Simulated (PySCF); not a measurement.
## GeH₂, singlet: computed properties

All numbers come from PBE0/[Ge def2-TZVP, H def2-TZVP], no relativity, density fitting, PySCF.

The structure is a minimum.

```xyz
3
charge 0 multiplicity 1, angstrom
Ge    0.0000    0.0000   -0.0301
H     1.1336    0.0000    1.0911
H    -1.1336    0.0000    1.0911
```

```
Point group                                                                   : C2v
Bond lengths                                                                  : Ge–H 1.594 Å (×2)
Bond angles                                                                   : H–Ge–H 90.6°
Highest occupied level                                                        : -6.90 eV
Rotational symmetry number                                                    : 2
Atomisation energy without zero-point energy                                  : 573 kJ/mol
Lowest empty level                                                            : -3.03 eV
Principal polarisabilities                                                    : 26.8, 38.4, 38.7 bohr³
Heat capacity Cp at 298.15 K                                                  : 35.3 J/(mol K)
Enthalpy at 298.15 K above 0 K                                                : 10.04 kJ/mol
Rotational constants                                                          : 6.834, 6.509, 3.334 cm⁻¹
Zero-point energy                                                             : 28.7 kJ/mol
Dipole moment                                                                 : 0.15 D
Entropy at 298.15 K and 1 bar                                                 : 220.6 J/(mol K)
Principal quadrupole moments (Buckingham, traceless) about the centre of mass : -3.87, -1.33, 5.20 D Å
```

Harmonic modes (masses in u: Ge 73.921, H 1.008):
| symmetry | ω (cm⁻¹) | IR (km/mol) | μ (u) |
| --- | --- | --- | --- |
| a1 | 935 | 54.8 | 1.02 |
| a1 | 1927 | 287 | 1.02 |
| b2 | 1936 | 342 | 1.02 |

In C2v the vibrations span 2a1 + b2. Here b1 is antisymmetric to the molecular plane and b2 lies in it.

Charges (e):
| atom | Mulliken | Löwdin | polar tensor | Mayer order to Ge1 |
| --- | --- | --- | --- | --- |
| Ge1 | 0.03 | 0.18 | 0.47 | – |
| H2,3 | -0.01 | -0.09 | -0.23 | 0.96 |

Mulliken populations on Ge1: s 7.86, p 14.01, d 10.09, f 0.01.

Outer orbital energies (eV). occupied: -14.45, -8.83, -6.90; empty: -3.03, 1.08, 1.62, 4.74.

Counting electrons, germanium keeps 2 of its valence electrons outside its bonds, so the VSEPR class is AX2E1 and the expected shape is bent (C2v), as computed. The angle of 91° is close to 90°: the heavy centre bonds with nearly pure p orbitals and keeps its lone pair s-like.

The final relaxation and frequency run took 10 s on 2 threads of a shared Arm Neoverse N1 host, with 60 basis functions and 8 gradients; the process peaked at 0.63 GiB. Launch command: `OMP_NUM_THREADS=2 python axn.py task.json out`.
